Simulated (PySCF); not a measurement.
B(H)2(SH) (BH₃S), SMILES BS. Atoms are numbered in the order given.

```xyz
5

B     -0.0264    -1.2150     0.0000
H      1.0062    -1.8099     0.0000
H     -1.0830    -1.7637     0.0000
S      0.0891     0.5500     0.0000
H     -1.2174     0.8490     0.0000
```

Geometry: ωB97X-D3(BJ)/def2-TZVP.

All values below come from B3LYP/pcJ-1 (PySCF).

Isotropic couplings with Fermi-contact, spin-dipole and both spin-orbit terms, one fixed conformer, no vibrational averaging. Isotopes: 11B, 1H.

Task: Estimate the spin–spin coupling constants. (An estimate is asked for; the answer gives what the named calculation found.)

Result: 
```csv
pair,bonds apart,J (Hz)
B1–H2,1,151.8
B1–H3,1,157.3
B1–H5,2,-6.6
H2–H3,2,4.1
H2–H5,3,20.4
H3–H5,3,16.2
```
